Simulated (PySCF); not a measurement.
# Electron correlation in P (phosphorus, neutral)

[Ne] 3s2 3p2 4s1, high-spin 4P determinant (an excited configuration). Computed with PySCF 2.14 in x2c-QZVPPall with one added diffuse shell each of s, p, d, f type (10s7p5d3f1g, 86 functions), with the spin-free X2C one-electron Hamiltonian (Gaussian nucleus). Frozen: 1s2; 13 electrons correlated.

```tsv
level	correlation energy (mhartree)
CCSD	-282.40
(T)	-5.86
CCSD(T)	-288.26
```

Diagnostics: T1 = 0.011, D1 = 0.0525, largest double amplitude 0.090.

The outer electron is Rydberg-like, and this basis confines it to a smaller radius and binds it less than a complete one would.

Cost of the coupled-cluster step: roughly 70 core-seconds, for 13 correlated electrons.

This basis was not built for core-valence correlation, so the inner-shell part is incomplete.
